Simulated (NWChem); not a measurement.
formamidinium (CH5N2 cation); SMILES [NH2+]=CN

```xyz
8

N     -1.1744     0.0000     0.1752
C      0.0000     0.0000    -0.4247
N      1.1744     0.0000     0.1752
H     -1.2857     0.0000     1.1951
H     -2.0327     0.0000    -0.3834
H      0.0000     0.0000    -1.5283
H      1.2857     0.0000     1.1951
H      2.0327     0.0000    -0.3834
```
Atoms are numbered in this order, from 1.

Computed with NWChem. The geometry was optimised at PBE-D3(BJ)/def2-SVP. Total energies compare along this basis series because the functional is fixed.

```tsv
level	basis functions	energy (Ha)	highest occupied level (eV)	orbital gap (eV)	relative time
PBE0/def2-SVP	67	-150.1054	-14.28	8.17	1
PBE0/def2-SVPD	100	-150.1154	-14.37	8.01	2
PBE0/def2-TZVP	123	-150.2701	-14.31	8.07	4
PBE0/def2-TZVPP	163	-150.2735	-14.31	8.06	10
```

Relative times are rough (shared machine, one core).
